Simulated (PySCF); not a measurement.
Coordinates in bohr (charge 0 multiplicity 1):
```
Pb    0.0000    0.0000   -1.8674
I     4.0857    0.0000    1.5165
I    -4.0857    0.0000    1.5165
```

Method: PBE0 in PySCF with Pb def2-TZVP with ECP60, I def2-TZVP with ECP28; scalar-relativistic core potentials, no spin–orbit coupling; density-fitted integrals.

This geometry of PbI₂ is a stationary point at this level.

Task: What is the point group?

Result: C2v.

Task: Is it a minimum?

Result: Yes: all harmonic wavenumbers are real, though the softest, 50 cm⁻¹, leaves little margin.

Task: List the harmonic modes with their infrared intensities.

Result: 
```csv
symmetry,ω (cm⁻¹),IR (km/mol)
a1,50,0.3
b2,161,36.2
a1,167,9.7
```

Task: What is the atomisation energy, with and without zero-point energy?

Result: 582 kJ/mol without, 579 kJ/mol with.

In C2v the vibrations span 2a1 + b2. Here b1 is antisymmetric to the molecular plane and b2 lies in it.

No spin–orbit coupling is included, which matters more the heavier the element.
